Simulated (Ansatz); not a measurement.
A structure relaxed at PBE-D4/def2-SVP in Ansatz, charge 0, doublet:

Cartesian coordinates in Å:
```
In -0.432 -0.646 0.142
Sn 4.599 -1.694 0.215
Sn -0.690 2.909 4.178
Sn 2.625 -0.328 4.300
Sn 1.320 1.658 0.333
Sn -2.018 1.607 -0.798
Sn 0.643 -2.227 -1.895
Sn -1.474 -1.406 2.621
Sn -0.108 1.272 -4.882
Sn -3.428 -1.756 -3.737
Sn 0.434 3.906 1.795
Sn -1.063 3.114 -2.981
Sn 3.508 0.435 1.724
Sn 1.791 -0.540 -3.844
Sn 2.702 -3.629 -0.564
Sn 1.482 1.872 5.649
Sn -2.615 0.880 3.813
Sn 0.675 -2.355 4.180
Sn -4.135 -0.173 -1.509
Sn -1.474 -3.679 -3.062
Sn -2.397 -0.111 -5.778
H 5.881 -2.424 1.140
H 5.325 -1.022 -1.214
H -1.404 4.220 5.080
H 4.023 -0.889 5.180
H 1.873 2.138 -1.256
H -2.569 2.632 0.506
H -2.690 -2.651 2.515
H 0.581 2.141 -6.229
H -4.884 -2.539 -4.295
H 1.800 4.913 2.189
H -0.667 4.873 0.865
H 0.140 4.238 -2.439
H -2.369 4.038 -3.667
H 4.752 1.655 1.913
H 3.127 0.331 -3.155
H 2.424 -1.464 -5.177
H 3.468 -4.872 -1.508
H 2.046 -4.382 0.860
H 2.676 3.110 5.897
H 0.956 1.342 7.219
H -3.305 0.520 5.371
H -3.914 1.468 2.815
H 0.194 -2.767 5.799
H 1.340 -3.788 3.457
H -4.384 -1.180 -0.111
H -5.627 0.685 -1.793
H -2.116 -4.836 -1.938
H -0.996 -4.543 -4.492
H -3.605 1.036 -6.271
H -2.026 -1.092 -7.161
```

Problem. Give its formula.

Solution. InSn₂₀H₃₀, a doped nanocrystal cut from the lattice of tin (In on an inner site).

Problem. Summarise the bond lengths by kind (pairs closer than 1.2 times the sum of covalent radii, bridged metal pairs left out).

Solution. 23 × Sn–Sn 2.81 to 2.87 Å; 4 × In–Sn 2.79 to 2.91 Å; 30 × H–Sn 1.73 to 1.75 Å.

In the def2 sets In, Sn take a core potential; there is no spin–orbit coupling. Single mean-field runs in def2-SVP are fitted with def2-universal-jkfit.
